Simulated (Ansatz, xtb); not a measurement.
## Two conformers of F2H2Se2Si

We compare I, `F[Si](F)([SeH])[SeH]`, a singlet, with II, `F[Si](F)([SeH])[SeH]`, a singlet. Both are isolated molecules in the gas phase, relaxed with PBE0-D4/def2-SVP.

I (Å):

```xyz
7

F    -0.6233    0.9319    2.1020
F     1.5554   -0.3537    1.8201
Se    1.6460    2.7871    0.9540
Se    0.1302    0.0809   -0.9527
Si    0.6476    0.7815    1.1179
H     1.0751    3.2176    2.2412
H     0.3419   -1.3249   -0.5696
```

II (Å):

| atom | x (Å) | y (Å) | z (Å) |
| --- | --- | --- | --- |
| F | 1.2938 | -0.6641 | 1.4770 |
| F | -0.0347 | -2.0659 | -0.2325 |
| Se | -1.7633 | 0.2256 | 0.8490 |
| Se | 1.3627 | 0.6677 | -1.2858 |
| Si | 0.2588 | -0.5552 | 0.2463 |
| H | -1.2258 | 1.5813 | 1.0441 |
| H | 0.1697 | 0.7425 | -2.1437 |

Q: Estimate E(II) − E(I) at the level CCSD(T)/def2-SVP + ΔMP2/def2-TZVPP.

A: Too close to call at this level: CCSD(T)/def2-SVP + ΔMP2/def2-TZVPP gives E(II) − E(I) = −0.036 eV.

The same difference at several levels:

```csv
level,geometry,E(II) − E(I) (eV),departure from the last row (eV),"job, with rough time for the two"
PBE0-D4/def2-SVP,PBE0-D4/def2-SVP,−0.004,+0.032,"optimisation, 78 s"
HF/def2-SVP,PBE0-D4/def2-SVP,−0.013,+0.023,part of the CCSD(T) run
MP2/def2-SVP,PBE0-D4/def2-SVP,+0.002,+0.038,part of the CCSD(T) run
CCSD(T)/def2-SVP,PBE0-D4/def2-SVP,−0.001,+0.035,single point
CCSD(T)/def2-SVP + ΔMP2/def2-TZVPP,PBE0-D4/def2-SVP,−0.036,,"single point, 72 s"
```

The largest departure from CCSD(T)/def2-SVP + ΔMP2/def2-TZVPP is that of MP2/def2-SVP, 0.038 eV. Levels run at GFN2-xTB geometries aren't shown. The last row adds to CCSD(T) the change of the MP2 difference between the two basis sets, here −0.035 eV.

With thermal terms from frequencies at re-optimised GFN2-xTB minima (ideal gas, soft modes damped towards free rotors, one conformer each, 298.15 K, 1 atm): on the last row, ΔE + ΔZPE = −0.029, ΔH = −0.035, ΔG = −0.012 eV.

The correlated steps freeze 25 core orbitals; the filled d shell of Se is correlated, in a basis made for valence electrons. Run with Ansatz 0.2.0, xtb 6.7.1; the last row on 2 threads of Arm Neoverse V1 on a shared host.
